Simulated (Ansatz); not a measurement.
C2H3FOSi can be A, `C#CO[SiH2]F`, or B, `C#C[SiH](O)F`.

Calculated with Ansatz (gas phase, PBE0-D4/def2-TZVP geometries, no zero-point term in ΔE). CCSD(T)/CBS adds triple-zeta CCSD(T) − MP2 to the extrapolated MP2 energy (def2 sets, frozen cores). Functionals use def2-TZVPP. B3LYP here is the variant with VWN-RPA as its local correlation; programs differ in this. One conformer a species, not always the lowest.

A:

```xyz
8

C     1.681    1.553    0.108
C     0.772    0.918   -0.346
O    -0.209    0.241   -0.849
Si   -0.983   -0.952    0.021
F    -2.089   -1.495   -0.971
H     2.488    2.123    0.498
H    -1.631   -0.356    1.204
H    -0.028   -2.031    0.335
```

B:

```xyz
8

C     1.0850   -1.5918    0.9491
C     0.5824   -0.5956    0.4921
Si   -0.2100    0.9047   -0.1657
O    -1.6290    0.5495   -0.8727
F     0.8057    1.5355   -1.2156
H     1.5343   -2.4706    1.3531
H    -0.4779    1.9069    0.8746
H    -1.6905   -0.2385   -1.4149
```

(1) Which isomer does CCSD(T)/CBS put lower? Give the gap. (Estimate.)

(2) Give E(B) − E(A) in kJ/mol with r2SCAN-D4, LDA (SPW92), B3LYP-D4, PBE0-D4, HF/def2-TZVPP, CCSD/def2-TZVPP, ωB97M-V. (An estimate is asked.)

(3) Does the order hold for the free energy at 298.15 K (harmonic terms from PBE0-D4)? (An estimate is asked.)

Largest T1 diagnostic: 0.013.

Answers

(1) The calculation gave: B, by 153.3 kJ/mol.

(2) Computed: r2SCAN-D4 -142.4, LDA (SPW92) -124.7, B3LYP-D4 -138.0, PBE0-D4 -136.6, HF/def2-TZVPP -140.2, CCSD/def2-TZVPP -149.2, ωB97M-V -144.5. None reverses the order clearly.

(3) Ansatz gave: Yes: G(B) − G(A) = -146.5 kJ/mol, for one conformer each. Modes under 60 cm⁻¹, often nearly free rotors, make the harmonic entropy too high.

From PBE to PBE0 (25 % exact exchange), in def2-TZVPP and without D4, E(B) − E(A) moves by −3.0 kJ/mol. Leaving LDA and LC-ωPBE aside and taking each functional with its dispersion term where it has one, the values, not all of them listed here, spread over 11.1 kJ/mol, from B97M-V to PBE-D4. LDA lies +8.2 kJ/mol from PBE without D4.
